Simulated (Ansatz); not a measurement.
```yaml
crystal:
  periodic: [false, false, false]
  atoms:
    - {symbol: N, position_ang: [-1.447388, 0.269318, -1.017631]}
    - {symbol: Nb, position_ang: [0.174416, 0.145914, 0.201156]}
    - {symbol: N, position_ang: [0.743746, -1.619746, -0.444506]}
    - {symbol: O, position_ang: [-0.442960, 0.255725, 2.016570]}
    - {symbol: O, position_ang: [1.464660, 1.395732, 0.082874]}
    - {symbol: H, position_ang: [-2.101190, 0.682971, -1.758355]}
    - {symbol: H, position_ang: [1.593843, -2.133771, 0.504929]}
    - {symbol: H, position_ang: [0.517101, -2.181670, -0.962553]}
    - {symbol: H, position_ang: [-1.422154, 0.254565, 2.234086]}
    - {symbol: H, position_ang: [1.604494, 2.306711, -0.650382]}
basis:
  gaussian: {orbitals: def2-TZVPP}
hamiltonian: {xc: {name: BLYP}, dispersion: d3bjatm}
accuracy: high
scf: {lower_state_search: light}
relax: {f_tol: 0.0001, max_steps: 3}
```

```sh
$ ansatz run in.yaml --threads 4 --pin off --events-out ev --progress --plain --max-ram 10444MiB
```

Question: How does Ansatz answer? (Best estimate.)

Answer: Ansatz gave: The calculation stopped without meeting its thresholds.
```
Functional definition: BLYP
4786 factors; integrals over basis functions are off by at most 2.1e-9 eV
mean field evaluation 1: about -8662.8264 eV, gradient 1.5e2 eV
mean field evaluation 2: about -8295.9781 eV, gradient 3.7e2 eV
mean field evaluation 4: about -8638.2713 eV, gradient 1.7e2 eV
mean field evaluation 8: about -8706.4105 eV, gradient 2.3e1 eV
mean field evaluation 16: about -8707.5279 eV, gradient 2.4e-3 eV
mean field -8707.52794736 eV, -319.9957498910 hartree, gradient 4.5e-8 eV, S^2 0.000000; 0 other end points of the search recorded, 0 dependent functions left out
reference -8707.52801546 eV, -319.9957523938 hartree; 24, 24 occupied and 226, 226 virtual orbitals, 4786 factors
relax step   1: F+E_penalty+E_count = -8707.98433408 eV  Δ(F+E_penalty+E_count) = +0.000e0 eV  max|allowed force component| = 1.659e1 eV/Å  Δτ_max = 0.0000 Å  (38 SCF iters, accepted)
4814 factors; integrals over basis functions are off by at most 3.3e-9 eV
mean field evaluation 32: about -8712.1711 eV, gradient 8.6e-5 eV
mean field -8712.17110062 eV, -320.1663826261 hartree, gradient 2.8e-8 eV, S^2 0.000000; 0 other end points of the search recorded, 0 dependent functions left out
reference -8712.17117006 eV, -320.1663851780 hartree; 24, 24 occupied and 226, 226 virtual orbitals, 4814 factors
relax step   2: F+E_penalty+E_count = -8712.61545174 eV  Δ(F+E_penalty+E_count) = -4.631e0 eV  max|allowed force component| = 3.095e0 eV/Å  Δτ_max = 0.1943 Å  (46 SCF iters, accepted)
4822 factors; integrals over basis functions are off by at most 3.1e-9 eV
mean field -8712.54828777 eV, -320.1802439982 hartree, gradient 1.3e-8 eV, S^2 0.000000; 0 other end points of the search recorded, 0 dependent functions left out
reference -8712.54835724 eV, -320.1802465511 hartree; 24, 24 occupied and 226, 226 virtual orbitals, 4822 factors
relax step   3: F+E_penalty+E_count = -8712.99038530 eV  Δ(F+E_penalty+E_count) = -3.749e-1 eV  max|allowed force component| = 8.744e-1 eV/Å  Δτ_max = 0.1255 Å  (44 SCF iters, accepted)
Error: geometry relaxation did not converge after 3 steps: max|allowed force component| = 8.74e-1 eV/Å (threshold 1.0e-4). Raise `relax.max_steps` over both its present limit and 3, loosen `relax.f_tol`, or start from a geometry closer to equilibrium. Where this run's directory can be resumed (`checkpoint.write`), a resume goes on for up to `relax.max_steps` more
```
